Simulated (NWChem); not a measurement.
# GeH₄SeS; SMILES S[Se][GeH3]

```xyz
7

Se     0.7954    -0.6546    -0.0060
S     -1.0980    -1.8231    -0.0518
H     -1.2673    -1.9228     1.2880
Ge    -0.2182     1.4863    -0.0076
H      0.9367     2.5063    -0.0130
H     -1.0895     1.6364    -1.2641
H     -1.0722     1.6422     1.2623
```
Atoms are numbered in this order, from 1.

Program: NWChem. Geometry: optimised at PBE0/def2-SVP. Ions are spin-unrestricted doublets at the neutral geometry; other ion states weren't tried.

### Question
Estimate the computed values for PBE0/def2-SVP. Quantities: −ε(HOMO) (eV).

### Answer
```
Property       Value
-------------  -----
−ε(HOMO) (eV)   6.96
```
